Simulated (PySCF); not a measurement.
Species: C₆H₄O.
Numbering: `[CH:1]#[C:2][c:3]1[cH:4][cH:5][cH:6][o:7]1` (hydrogens: H8 on C1; H9 on C4; H10 on C5; H11 on C6)

The same species was optimised twice, with GFN2-xTB and with PBE0-D3(BJ)/def2-SVP (PySCF), and the same property calculations (PySCF, gas phase) were run on both structures.

```csv
coordinate,GFN2-xTB,PBE0-D3(BJ)/def2-SVP,change
C1≡C2 (Å),1.201,1.214,+0.013
C4–C5 (Å),1.412,1.423,+0.011
C2–C3 (Å),1.405,1.413,+0.008
C3–O7 (Å),1.354,1.358,+0.004
C5–C6 (Å),1.362,1.366,+0.004
C6–O7 (Å),1.339,1.342,+0.003
C3–C4 (Å),1.373,1.374,+0.001
C2–C3–C4 (°),130.0,132.1,+2.1
C2–C3–O7 (°),120.0,118.3,-1.7
C1–C2–C3 (°),179.9,179.0,-0.9
C3–O7–C6 (°),107.0,107.6,+0.6
C4–C3–O7 (°),110.0,109.6,-0.4
C3–C4–C5 (°),105.9,106.2,+0.3
C4–C5–C6 (°),106.0,105.8,-0.2
C5–C6–O7 (°),111.0,110.8,-0.2
```

Rotational constants: A = 9327, B = 2027, C = 1665 MHz (GFN2-xTB) against A = 9300, B = 2000, C = 1646 MHz (PBE0-D3(BJ)/def2-SVP). Point groups within 0.08 Å: Cs and Cs.

On the GFN2-xTB structure: lowest singlet, TDDFT (eV) 5.21 [CAM-B3LYP/def2-SVPD]; lowest triplet, Tamm–Dancoff (eV) 3.32 [CAM-B3LYP/def2-SVPD]; isotropic polarisability (au) 72.8 [CAM-B3LYP/def2-SVPD]; HOMO (eV) -7.70 [CAM-B3LYP/def2-SVPD]; LUMO (eV) 0.22 [CAM-B3LYP/def2-SVPD]; dipole (D) 1.08 [CAM-B3LYP/def2-SVPD]; HOMO (eV) -6.50 [PBE0/pcSseg-1]; LUMO (eV) -0.78 [PBE0/pcSseg-1]; dipole (D) 1.05 [PBE0/pcSseg-1]; GIAO shielding of C1 (ppm) 94.7 [PBE0/pcSseg-1]; GIAO shielding of C2 (ppm) 108.1 [PBE0/pcSseg-1]; GIAO shielding of C3 (ppm) 45.0 [PBE0/pcSseg-1]; GIAO shielding of C4 (ppm) 60.0 [PBE0/pcSseg-1]; GIAO shielding of C5 (ppm) 69.0 [PBE0/pcSseg-1]; GIAO shielding of C6 (ppm) 38.3 [PBE0/pcSseg-1]; GIAO shielding of O7 (ppm) 21.2 [PBE0/pcSseg-1].

Q: What do these properties become on the PBE0-D3(BJ)/def2-SVP structure?

A: 
```csv
property,level,on GFN2-xTB,on PBE0-D3(BJ)/def2-SVP,change
"lowest singlet, TDDFT (eV)",CAM-B3LYP/def2-SVPD,5.21,5.19,-0.02
"lowest triplet, Tamm–Dancoff (eV)",CAM-B3LYP/def2-SVPD,3.32,3.32,0.00
isotropic polarisability (au),CAM-B3LYP/def2-SVPD,72.8,74.1,+1.3
HOMO (eV),CAM-B3LYP/def2-SVPD,-7.70,-7.72,-0.02
LUMO (eV),CAM-B3LYP/def2-SVPD,0.22,0.19,-0.03
dipole (D),CAM-B3LYP/def2-SVPD,1.08,1.03,-0.05
"energy, GFN2-xTB geometry as zero (kcal/mol)",CAM-B3LYP/def2-SVPD,0.0,-0.9,-0.9
HOMO (eV),PBE0/pcSseg-1,-6.50,-6.52,-0.02
LUMO (eV),PBE0/pcSseg-1,-0.78,-0.81,-0.03
dipole (D),PBE0/pcSseg-1,1.05,1.00,-0.05
"energy, GFN2-xTB geometry as zero (kcal/mol)",PBE0/pcSseg-1,0.0,-0.4,-0.4
GIAO shielding of C1 (ppm),PBE0/pcSseg-1,94.7,92.8,-1.9
GIAO shielding of C2 (ppm),PBE0/pcSseg-1,108.1,107.6,-0.5
GIAO shielding of C3 (ppm),PBE0/pcSseg-1,45.0,44.1,-0.9
GIAO shielding of C4 (ppm),PBE0/pcSseg-1,60.0,59.9,-0.1
GIAO shielding of C5 (ppm),PBE0/pcSseg-1,69.0,68.2,-0.8
GIAO shielding of C6 (ppm),PBE0/pcSseg-1,38.3,36.9,-1.4
GIAO shielding of O7 (ppm),PBE0/pcSseg-1,21.2,15.7,-5.5
```

The heavy atoms differ by 0.019 Å rms after alignment. Among bonds between heavy atoms C1≡C2 changes most (+0.013 Å). Changes are differences of the printed values. Neither structure is proved a minimum here.
